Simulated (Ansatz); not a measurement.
System: C3H8FSi (charge 0, doublet). It need not be the lowest isomer of its formula. SMILES: C[Si]([CH2])(C)F
Geometry from a B3LYP-D3(BJ)/def2-TZVP (Ansatz, a first-principles code) optimisation:
```xyz
13

C     -0.9286     1.4624    -0.7138
Si    -0.0125     0.0365     0.0125
C      1.6083    -0.2266    -0.8669
C     -1.0749    -1.4937     0.0360
F      0.3375     0.3861     1.5554
H     -2.0021     1.5857    -0.6143
H     -0.4397     2.2642    -1.2572
H      2.1804    -1.0311    -0.4001
H      1.4444    -0.4928    -1.9137
H      2.2192     0.6783    -0.8420
H     -1.3279    -1.8086    -0.9790
H     -2.0079    -1.3144     0.5745
H     -0.5573    -2.3207     0.5269
```
Charge 0, spin multiplicity 2.

Property: atomisation energy (electronic, to ground-state atoms), in kcal/mol. Cores are frozen in the correlated levels unless marked. Open shells are spin-unrestricted. Spin-orbit coupling is left out. No relativistic terms. The coupled-cluster limit lacks core correlation, which all-electron functionals hold. CBS marks a two-point X^-3 extrapolation of the correlation energy; Hartree-Fock from the larger set. The bracket is a focal-point correction in the basis named.

```json
[
 {"level": "HF/6-31G*", "program": "Ansatz", "atomisation energy (kcal/mol)": "909.0", "minus last row": "-284.2"},
 {"level": "PBE/def2-TZVPD", "program": "Ansatz", "atomisation energy (kcal/mol)": "1198.2", "minus last row": "5.0"},
 {"level": "revPBE-D4/def2-TZVPD", "program": "Ansatz + dftd4", "atomisation energy (kcal/mol)": "1180.0", "minus last row": "-13.2"},
 {"level": "r2SCAN-D3(BJ)/def2-TZVPD", "program": "Ansatz + dftd3", "atomisation energy (kcal/mol)": "1197.5", "minus last row": "4.3"},
 {"level": "B3LYP-D4/def2-TZVPD", "program": "Ansatz + dftd4", "atomisation energy (kcal/mol)": "1190.8", "minus last row": "-2.4"},
 {"level": "B3LYP/def2-TZVPD", "program": "Ansatz", "atomisation energy (kcal/mol)": "1181.2", "minus last row": "-12.0"},
 {"level": "PBE0-D3(BJ)/def2-TZVPD", "program": "Ansatz + dftd3", "atomisation energy (kcal/mol)": "1193.3", "minus last row": "0.1"},
 {"level": "BHLYP-D4/def2-TZVPD", "program": "Ansatz + dftd4", "atomisation energy (kcal/mol)": "1168.3", "minus last row": "-24.9"},
 {"level": "B2PLYP/def2-TZVPD", "program": "Ansatz", "atomisation energy (kcal/mol)": "1176.0", "minus last row": "-17.2"},
 {"level": "RPA@PBE/cc-pV(Q+d)Z", "program": "Ansatz", "atomisation energy (kcal/mol)": "1127.6", "minus last row": "-65.6"},
 {"level": "MP2/cc-pV(D+d)Z", "program": "Ansatz", "atomisation energy (kcal/mol)": "1111.7", "minus last row": "-81.5"},
 {"level": "SCS-MP2/6-31G", "program": "Ansatz", "atomisation energy (kcal/mol)": "1008.1", "minus last row": "-185.1"},
 {"level": "CCSD(T)/cc-pVTZ", "program": "Ansatz", "atomisation energy (kcal/mol)": "1161.2", "minus last row": "-32.0"},
 {"level": "RI-MP2/CBS(cc-pV(T+d)Z,cc-pV(Q+d)Z)+[CCSD(T)-MP2]/cc-pV(T+d)Z", "program": "Ansatz", "atomisation energy (kcal/mol)": "1193.4", "minus last row": "0.2"},
 {"level": "CCSD(T)/CBS(cc-pV(T+d)Z,cc-pV(Q+d)Z)", "program": "Ansatz", "atomisation energy (kcal/mol)": "1193.2", "minus last row": "0.0"}
]
```
